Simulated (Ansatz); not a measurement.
Total energies of `[Cl][SnH]([Br])[Br]`.

```xyz
5

Cl    1.5147    1.6809   -0.0679
Sn   -0.1201    0.0556   -0.1214
Br    0.9628   -2.0624   -0.7119
Br   -1.0362   -0.1457    2.1430
H    -1.3213    0.4716   -1.2418
```

The species carries charge 0 and has multiplicity 1. Correlated methods include outer-core shells of Br, Sn, which these sets cover unevenly. Scalar relativity is left out up to krypton. Sn: def2 effective core potential. All single points use the PBE0-D4/def2-TZVP geometry. Basis def2-TZVPP, Ansatz 0.2.0.

RPA on PBE orbitals: Hartree–Fock energy of these orbitals -5818.36219 Eh, correlation -1.55430 Eh (frozen core).

```csv
functional,energy without D4 (Eh),D4 term (kJ/mol)
r2SCAN,-5823.58971,-4.3
PBE0,-5822.82637,-17.1
```

Q: Give the same for LDA (SPW92), PBE, revPBE, BLYP, B97M-V, B3LYP, r2SCANh, r2SCAN0, HSE06 (plane-wave form), BHLYP, CAM-B3LYP, LC-ωPBE, ωB97X-V, ωB97M-V, B2PLYP, PBE-QIDH. (An estimate is asked.)

A: Ansatz gave: 
| functional | energy without D4 (Eh) | D4 term (kJ/mol) |
| --- | --- | --- |
| LDA (SPW92) | -5814.62174 | – |
| PBE | -5822.59922 | -19.6 |
| revPBE | -5823.07988 | -39.4 |
| BLYP | -5823.55363 | -39.9 |
| B97M-V | -5822.52656 | – |
| B3LYP | -5823.70642 | -32.4 |
| r2SCANh | -5823.57574 | -4.8 |
| r2SCAN0 | -5823.55636 | -5.5 |
| HSE06 (plane-wave form) | -5822.82624 | -16.6 |
| BHLYP | -5823.47936 | -33.1 |
| CAM-B3LYP | -5823.81187 | -18.4 |
| LC-ωPBE | -5822.76247 | – |
| ωB97X-V | -5823.00879 | – |
| ωB97M-V | -5823.20939 | – |
| B2PLYP | -5822.46002 | – |
| PBE-QIDH | -5821.93083 | – |

B3LYP takes the VWN-RPA correlation (the form of Gaussian; ORCA's B3LYP/G). HSE06 is the plane-wave form, built on full-range PBE exchange. The double hybrids freeze the cores in their second-order part.

LC-ωPBE has ω = 0.4 bohr⁻¹.
